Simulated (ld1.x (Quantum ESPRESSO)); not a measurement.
# An all-electron radial function and its pseudo partner (chlorine)

Columns: radius, all-electron u(r) and pseudo u(r) of the 3s shell (level -32.15 eV) of chlorine in the configuration [He] 2s2 2p6 3s2 3p4; PW91, scalar-relativistic, PAW scheme, ld1.x (Quantum ESPRESSO) 7.5.

| r (bohr) | all-electron | pseudo |
| --- | --- | --- |
| 0.035 | 0.2345 | -0.1610 |
| 0.070 | 0.2048 | -0.3127 |
| 0.105 | 0.0706 | -0.4464 |
| 0.140 | -0.0873 | -0.5550 |
| 0.175 | -0.2294 | -0.6336 |
| 0.210 | -0.3388 | -0.6794 |
| 0.245 | -0.4104 | -0.6923 |
| 0.280 | -0.4454 | -0.6742 |
| 0.315 | -0.4479 | -0.6289 |
| 0.350 | -0.4234 | -0.5615 |
| 0.385 | -0.3774 | -0.4779 |
| 0.420 | -0.3150 | -0.3837 |
| 0.455 | -0.2409 | -0.2841 |
| 0.490 | -0.1589 | -0.1832 |
| 0.525 | -0.0724 | -0.0841 |
| 0.560 | 0.0159 | 0.0115 |
| 0.595 | 0.1039 | 0.1029 |
| 0.630 | 0.1899 | 0.1899 |
| 0.665 | 0.2726 | 0.2727 |
| 0.700 | 0.3511 | 0.3511 |
| 0.735 | 0.4247 | 0.4247 |
| 0.770 | 0.4930 | 0.4930 |
| 0.805 | 0.5557 | 0.5557 |
| 0.840 | 0.6127 | 0.6127 |
| 0.875 | 0.6641 | 0.6641 |
| 0.910 | 0.7100 | 0.7100 |

Problem. How many radial nodes do the two functions have?

Solution. The all-electron 3s function has n − l − 1 = 2; the pseudo-wave has 1, since 1 lower shell of the same l stays in the valence.

Problem. At about which radius was the pseudo-wave matched?

Solution. 0.70 bohr. The columns agree to 0.0005 from 0.63 bohr on; several derivatives are matched, so the curves merge somewhat inside the radius.

Problem. Is the pseudo-wave norm-conserving?

Solution. No, it belongs to a PAW set: the norm inside the radius is not constrained, and the difference is carried by the augmentation charge.
